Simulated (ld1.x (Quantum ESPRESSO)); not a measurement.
## Configuration tests for silicon (Si) (RRKJ)

```json
{"Element": "Si (Z = 14)", "Generator": "ld1.x (Quantum ESPRESSO) 7.5", "Type": "norm-conserving RRKJ (Kleinman–Bylander form)", "Functional": "PBE", "Relativity": "scalar-relativistic", "Frozen core": "[Ne]", "Valence charge": "4", "Reference configuration": "3s2 3p1 (charge +1)", "Partial waves": "3s (bound): rc 1.65 bohr; 3p (bound): rc 1.80 bohr", "Local potential": "all-electron potential smoothed inside 1.35 bohr (lloc = -1)", "Core correction": "none", "rho0": "0.001"}
```

Energies are relative to the spin-unpolarised reference configuration 3s2 3p1; without spin polarisation the order of configurations can differ from experiment.

```csv
valence configuration,charge,ΔE all-electron (eV),error AE − PS (meV)
3s2 3p2,0,-7.740,+1.1
3s2 3p0,+2,15.993,+2.2
3s1 3p0,+3,49.964,+83
3s1 3p3,0,-0.926,-0.3
3s2 3p1.5,+0.5,-4.819,+0.5
3s0 3p4,0,6.038,+5.5
3s2 3p2.3,-0.3,-8.670,+1.4
```

Levels in the configuration 3s1 3p0:

| level | all-electron (eV) | pseudo (eV) |
| --- | --- | --- |
| 3s | -39.488 | -39.284 |
